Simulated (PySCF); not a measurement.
CaO⁺ at PBE0

Computed with PBE0; Ca 6-31G(d,p), O 6-31G(d,p); no relativity (PySCF 2.14).

For CaO⁺, the state is ²Π (doublet), unpaired electrons π ↑ and the bond length is 1.972 Å. The harmonic wavenumber is 660 cm⁻¹. The force constant is 2.93 mdyn/Å, the rotational constant Be is 0.3796 cm⁻¹ and the anharmonicity ωexe is 3.18 cm⁻¹. The vibration–rotation constant αe is 0.00259 cm⁻¹. The well depth De to Ca⁺ + O is 84.5 kcal/mol. The dissociation energy D0 is 83.6 kcal/mol. The bond order (Mayer) is 0.99 and the dipole moment (positive dipole points towards O; it is taken about the centre of mass and depends on that origin) is -7.81 D.

For an ion De counts to the pair picked by the measured ionisation energies or electron affinities, which need not be the lowest pair at this level. The state is the lowest determinant that a PBE0 search found; another state may lie lower at other levels.
